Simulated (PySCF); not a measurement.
Compound: C4H9ClOSi2.
Numbering: `[CH2:1]=[C:2]1[SiH2:3][O:4][Si@@:5]1([CH3:6])[CH2:7][Cl:8]`

Probes without a nucleus sit at each ring's centroid and 1 Å off its mean plane on both sides; NICS is minus the shielding there, NICSzz its component along the normal. Level: GIAO PBE0/pcSseg-1 (PySCF, non-relativistic, gas phase) on the GFN2-xTB geometry, one conformer.

Ring bond lengths (Å), with Mayer bond orders in brackets: C2–Si3 1.905 (0.91), Si3–O4 1.666 (0.94), O4–Si5 1.674 (0.94), Si5–C2 1.905 (0.83).

Q: Give the NICS values of each ring in ppm.

A: 
```tsv
ring	type	NICS(0)	NICS(1), two faces	NICS(1)zz, two faces	rms pucker (Å)	centre to ring atoms, mean (Å)
C2–Si3–O4–Si5	4-membered ring with O and 2 Si; formal bonds all single	-1.3	-1.4 / -1.5	0.6 / 0.7	0.01	1.26
```

Q: What do they say, and how far can they be read as aromaticity?

A: 
- C2–Si3–O4–Si5: mean NICS(1)zz 0.6 ppm, near zero. Si3, Si5 have four or more neighbours; no verdict on aromaticity is drawn.

Q: What are the shieldings of the ring atoms and their hydrogens in the same run (means over atoms taken as equivalent)?

A: 
| atoms | environment | σ isotropic (ppm) |
| --- | --- | --- |
| C2 | fully substituted alkene carbon | 15.8 |
| Si3 | oxygen-bound silicon | 360.3 |
| O4 | siloxane oxygen | 258.5 |
| Si5 | oxygen-bound silicon | 332.5 |
| H on Si3 | Si–H hydrogen | 26.12 |
| H on Si3 | Si–H hydrogen | 26.14 |

Conformer computed: `[CH2:1]=[C:2]1[SiH2:3][O:4][Si@@:5]1([CH3:6])[CH2:7][Cl:8]`: O4–Si5–C7–Cl8 178°.
